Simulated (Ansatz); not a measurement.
System: BeF$_{2}$, charge 0, multiplicity 1. 
Coordinates optimised at B3LYP-D3(BJ)/def2-TZVP (Ansatz, a quantum-chemistry and plane-wave program):
```
Be
F 1 1.3812
F 1 1.3812 2 180.00
```
Charge 0, spin multiplicity 1.

Basis-set convergence of Hartree-Fock and MP2 correlation energies (hartree) with Ansatz. Valence correlation only, unless marked. Spin-orbit coupling is left out. Non-relativistic.

```
basis        functions       E(HF)  E(corr, MP2)
-----------  ---------  ----------  ------------
def2-SVPD           58  -213.51222      -0.42999
def2-TZVPPD        102  -213.77030      -0.54992
def2-QZVPPD        168  -213.78733      -0.60171
```

Extrapolating the two largest sets (X = 3 and 4) as X^-3: E(corr) = (64·(-0.60171) - 27·(-0.54992))/37 = -0.6395 Eh, an estimate of the basis-set limit. The largest set recovers 94.1 % of it, the smallest 67.2 %.
